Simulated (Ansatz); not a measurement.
Ansatz (an electronic-structure program) input:

Ansatz 0.2 input:
```yaml
crystal:
  periodic: [false, false, false]
  atoms:
    - {symbol: Sb, position_ang: [-0.33499307, -0.17820561, 0.48278344]}
    - {symbol: Cl, position_ang: [-0.34556622, 1.85082420, -0.72811364]}
    - {symbol: Cl, position_ang: [1.35054544, -1.31620737, -0.72023668]}
basis:
  gaussian:
    orbitals: def2-TZVP
hamiltonian:
  xc: {name: HF}
magnetization: {spin_polarized: true, initial_magnetization: 1}
relax: {f_tol: 0.003, max_steps: 100}
```

**Question.** Which total energy does the run end on?

**Answer.** -1158.36729 Eh (HF/def2-TZVP). The basis has 124 functions.

It need not be the lowest isomer of its formula.
